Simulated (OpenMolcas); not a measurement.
## Ni3+: effect of the level shift or regulariser

```yaml
Program: OpenMolcas 26.06
Basis: ANO-R3 [7s5p5d3f2g1h]
Scalar_Hamiltonian: X2C, finite nucleus
Active_space: 7 electrons in 5 orbitals (3d)
State_averaging: 2S+1 = 4 even, 10 roots; 2S+1 = 2 even, 40 roots
Spin-orbit_coupling: state interaction with AMFI integrals over the reference wave functions, term energies averaged over their components
```

Methods on the same reference wave functions:
A. CASSCF
B. MS-CASPT2, IPEA 0.25 Eh, imaginary shift 0.1 Eh (closed shells correlated: 3s 3p)
C. MS-CASPT2, IPEA 0.25 Eh, imaginary shift 0.3 Eh (closed shells correlated: 3s 3p)

Energies in cm⁻¹ above 3d⁷ ⁴F_9/2, the measured ground level; measured values from Corliss and Sugar, J. Phys. Chem. Ref. Data 10, 197 (1981).

```json
{"Level": "3d⁷ ⁴F_9/2", "A": "0.0", "B": "0.0", "C": "0.0", "Measured": "0.0"}
{"Level": "3d⁷ ⁴F_7/2", "A": "1158", "B": "1165", "C": "1165", "Measured": "1190"}
{"Level": "3d⁷ ⁴F_5/2", "A": "2006", "B": "2010", "C": "2010", "Measured": "2042"}
{"Level": "3d⁷ ⁴F_3/2", "A": "2585", "B": "2580", "C": "2580", "Measured": "2621"}
{"Level": "3d⁷ ⁴P_5/2", "A": "22228", "B": "18330", "C": "18330", "Measured": "18119"}
{"Level": "3d⁷ ²G_9/2", "A": "22325", "B": "19310", "C": "19310", "Measured": "19830"}
{"Level": "3d⁷ ⁴P_3/2", "A": "22592", "B": "18540", "C": "18540", "Measured": "18367"}
{"Level": "3d⁷ ⁴P_1/2", "A": "23151", "B": "19200", "C": "19200", "Measured": "18958"}
{"Level": "3d⁷ ²G_7/2", "A": "23438", "B": "20410", "C": "20410", "Measured": "20948"}
{"Level": "3d⁷ ²P_3/2", "A": "29441", "B": "23230", "C": "23230", "Measured": "23649"}
{"Level": "3d⁷ ²H_11/2", "A": "29636", "B": "26630", "C": "26630", "Measured": "26649"}
{"Level": "3d⁷ ²P_1/2", "A": "30617", "B": "24170", "C": "24180", "Measured": "24651"}
{"Level": "3d⁷ ²H_9/2", "A": "30629", "B": "27620", "C": "27620", "Measured": "27678"}
{"Level": "3d⁷ ²D_5/2(1)", "A": "32123", "B": "26800", "C": "26800", "Measured": "27096"}
{"Level": "3d⁷ ²D_3/2(1)", "A": "33876", "B": "28460", "C": "28460", "Measured": "28778"}
{"Level": "3d⁷ ²F_5/2", "A": "51088", "B": "43200", "C": "43200", "Measured": "43438"}
{"Level": "3d⁷ ²F_7/2", "A": "51577", "B": "43700", "C": "43700", "Measured": "43859"}
{"Level": "3d⁷ ²D_3/2(2)", "A": "79734", "B": "68140", "C": "68140", "Measured": "67360"}
{"Level": "3d⁷ ²D_5/2(2)", "A": "80290", "B": "68740", "C": "68740", "Measured": "67990"}
```

Deviations, from unrounded energies. A percentage is the sum of absolute deviations over the sum of measured energies, with the sign that they share, or ± where signs differ.

| Against measurement | Levels | A | B | C |
| --- | --- | --- | --- | --- |
| mean absolute deviation (cm-1) | 18 | 4700 | 300 | 290 |
| fine structure of the ground term (%) | 3 | -1.8 | -1.8 | -1.8 |
| other terms of the ground configuration (%) | 15 | +17.9 | ±1.1 | ±1.1 |

B, C lie about equally close to measurement and A furthest from it. The largest miss of C in the table is 3d⁷ ²D_3/2(2), by +780 cm-1. The ranking rests on the paired levels alone, and a cruder setting can come out closer through cancelling errors.

Between B and C the level of the table that moves most is 3d⁷ ²P_1/2, by 8.1 cm-1 (lowest in B, highest in C). Moves below CASPT2's spread within the term are not significant.

The two smallest mean deviations differ by little beside CASPT2's spread within terms, so their order carries little weight.

From A to B the spin-free energies of the other terms of 3d⁷ shown, above ⁴F, scale by factors of 0.77 to 0.90, as is usual when dynamic correlation screens the repulsion within a d or f shell.

The lowest spin-free term lies below A's lowest term by 0.631 hartree in B, 0.631 hartree in C.

CASPT2 breaks the degeneracy within a term, and the mean is taken; among the terms shown or strongly mixed into the levels shown the widest spread is 1100 cm-1 (3d⁷ ⁴F, B). Without dynamic correlation excited terms often stand tens of per cent too high (terms of higher spin than the ground term too low), and those without a measured partner can miss by more than the paired ones (holds for A). The CASPT2 spread within a term exceeds the gap to the next term for 3d⁷ ²H and 3d⁷ ²D(1), so the order of their levels is uncertain (holds for B; C). Computed and measured levels are paired by configuration, term and J; levels that our copy of the source lacks, or whose pairing is in doubt (as where it misses far off the trend of its configuration), stay unpaired and out of the deviations. Only configurations of the active space appear.

A number in round brackets counts repeated terms of one configuration in the order of the reference energies.
